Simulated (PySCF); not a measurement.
**Computed properties of Si(H)(F)(Br)(vinyl) (C₂H₄BrFSi), SMILES [SiH](C=C)(Br)F**

C₂H₄BrFSi, SMILES C=C[SiH](Br)F. The structure is a stationary point at B3LYP-D3(BJ)/def2-SVP. The structure was generated by enumeration, and PubChem lists no compound with its InChIKey, so it may never have been made. Other conformers were not sampled. All values are computed for the isolated molecule unless a solvent is named; none is compared with measurement here.

**Structure.** All 21 harmonic modes at B3LYP-D3(BJ)/def2-SVP (PySCF) are real, so it is a minimum. With heavy atoms numbered as in [SiH:1]([F:2])([Br:3])[CH:4]=[CH2:5], the shortest bond between them is C4–C5 at 1.340 Å and the longest Si1–Br3 at 2.231 Å.

**Vibrations.** The strongest infrared lines (harmonic, unscaled, degenerate partners summed) lie at 815 cm⁻¹ (284 km/mol, H 84 %, Si 11 %), 906 cm⁻¹ (141 km/mol, Si 42 %, F 39 %, H 17 %), 2276 cm⁻¹ (111 km/mol, H 97 %). The softest mode is at 78 cm⁻¹ and the zero-point energy is 34.9 kcal/mol.

**Electronic structure.** ωB97X/def2-TZVP (PySCF) places the frontier levels at -10.72 and 1.03 eV, a gap of 11.75 eV, and gives a dipole moment of 2.22 D and a mean polarisability of 66.1 bohr³. PBE/def2-TZVP (PySCF) at the same geometry gives -7.16 and -2.13 eV, so its gap is 6.72 eV narrower. An orbital gap is neither the optical nor the fundamental gap.

**Excitations.** TDA-M06-2X/def2-SVPD (PySCF) has S1 at 6.35 eV (195 nm, f = 0.016, weak); the most intense of the 10 singlets computed lies at 7.54 eV (f = 0.38). T1 (TDA) is at 4.50 eV, 1.85 eV under S1. TDA-PBE/def2-SVPD (PySCF) puts S1 at 5.14 eV. No vertical singlet excitation falls in the visible range (under 3.1 eV).

**NMR.** GIAO shifts at PBE0/pcSseg-1 (PySCF) (non-relativistic, atoms alike by connectivity averaged): ¹³C from 141.7 to 150.9 ppm against TMS; ¹H from 6.1 to 6.9 ppm against TMS; ²⁹Si at 11.7 ppm against TMS; ¹⁹F at -179.4 ppm against CFCl3. Without spin–orbit terms, shifts of atoms bonded to Cl or Br come out too high.

**Solvation.** SMD-PBE0/6-31G* (PySCF) gives -0.4 kcal/mol in water, -3.6 kcal/mol in cyclohexanone, -4.1 kcal/mol in acetonitrile (1 M in both phases, gas-phase geometry); of these solvents acetonitrile holds the molecule best.
